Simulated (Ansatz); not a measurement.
BMe3 (C₃H₉B), relaxed as a singlet with RKS r2SCAN-D4/def2-SVP in Ansatz, starting from the GFN2-xTB geometry. Force threshold 0.02 eV/Å.

Start:

```xyz
13

B     0.0113    0.0032    0.0039
C     0.6532   -1.1169   -0.9029
H    -0.0561   -1.9310   -1.0524
H     1.5163   -1.5681   -0.4153
H     0.9681   -0.7721   -1.8845
C    -0.4362   -0.3365    1.4782
H    -1.5115   -0.1940    1.5864
H     0.0229    0.3465    2.1921
H    -0.2066   -1.3509    1.7952
C    -0.2042    1.4571   -0.5703
H    -0.6252    2.1637    0.1405
H    -0.8664    1.4261   -1.4354
H     0.7343    1.8729   -0.9355
```

Estimate the energy that the relaxation releases and the steps that it takes.

1.1 kcal/mol, in 5 steps; 9.5 s on 4 threads of Arm Neoverse V1 on a shared host. The force fell under the threshold at step 4, but the optimiser went on. No frequencies were taken in this run, so the end may be a saddle point.

Does the start keep its bonding and symmetry?

By distances, no bond broke or formed. The bond that changes most is C2–H4, from 1.09 to 1.11 Å (atoms count from 1). Point group C3 at the start, C3h at the end, both within 0.05 Å.

Predict the relaxed structure.


```xyz
13

B     0.004    0.001    0.001
C     0.651   -1.105   -0.916
H    -0.047   -1.959   -1.006
H     1.542   -1.529   -0.416
H     0.937   -0.782   -1.928
C    -0.433   -0.352    1.473
H    -1.511   -0.138    1.598
H     0.068    0.332    2.184
H    -0.244   -1.389    1.794
C    -0.215    1.458   -0.557
H    -0.681    2.173    0.138
H    -0.825    1.415   -1.478
H     0.755    1.874   -0.888
```
Bond lengths: 3 × B–C 1.58 Å; 9 × C–H 1.10 to 1.11 Å.
